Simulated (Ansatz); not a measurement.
Frontier orbitals of CF3NOZr, SMILES `O=C=[N][Zr]([F])([F])[F]`.

The species carries charge 0 and has multiplicity 1. Correlated methods include outer-core shells of Zr, which these sets cover unevenly. Zr: def2 effective core potential. The structure was optimised at the PBE0-D4/def2-TZVP level. It is one conformer, not always the lowest. Basis def2-TZVPP, the Gaussian-basis code of Ansatz.

Orbital energies of one run (eV). Highest occupied ones, from the top: -9.37, -9.37, -12.21, -12.21, -12.21, -12.37, -12.91, -12.91, -13.18, -13.44, -13.44, -13.69, -13.69, -14.21. Empty: -1.77, -1.77, -0.78, -0.40, -0.36, -0.36.

Question: Which functional gave them?
A. PBE0
B. ωB97M-V
C. LC-ωPBE
D. HSE06 (plane-wave form)

Answer: A. HOMO energies: PBE0 -9.37, ωB97M-V -11.58, LC-ωPBE -12.01, HSE06 -8.96 eV.

LC-ωPBE has ω = 0.4 bohr⁻¹.
